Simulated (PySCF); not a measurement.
Al(Me)(OH)(SiH3) (CH7AlOSi), SMILES [CH3][Al]([OH])[SiH3]. Atoms are numbered in the order given.

```xyz
11

Al    -0.4112     0.0939    -0.3349
C     -1.7072    -1.3077    -0.7099
H     -2.4898    -0.9586    -1.4032
H     -2.2035    -1.6622     0.2105
H     -1.2279    -2.1946    -1.1603
O     -0.6709     1.5896    -1.1261
H     -0.1270     2.3784    -1.0507
Si     1.5115    -0.2003     1.1753
H      2.3570     1.0316     1.3089
H      2.4155    -1.3021     0.7043
H      1.0702    -0.5805     2.5586
```
Charge 0, spin multiplicity 1.

Geometry: r2SCAN-D4/def2-SVP. One conformer was computed; it need not be the lowest.

Computed with PBE/def2-TZVP (PySCF).

ESP charges are fitted to the potential on shells at 1.4 to 2.0 van der Waals radii. Atomic charges (e):

```csv
atom,Mulliken,Löwdin,meta-Löwdin,ESP fit
Al1,0.52,0.01,0.80,0.88
C2,-0.57,-0.49,-0.66,-0.62
H3,0.15,0.14,0.14,0.15
H4,0.14,0.14,0.14,0.12
H5,0.14,0.14,0.14,0.12
O6,-0.49,-0.11,-0.74,-0.77
H7,0.30,0.17,0.35,0.39
Si8,-0.13,0.05,0.01,-0.38
H9,-0.02,-0.02,-0.06,0.03
H10,-0.02,-0.02,-0.05,0.03
H11,-0.02,-0.02,-0.05,0.04
```
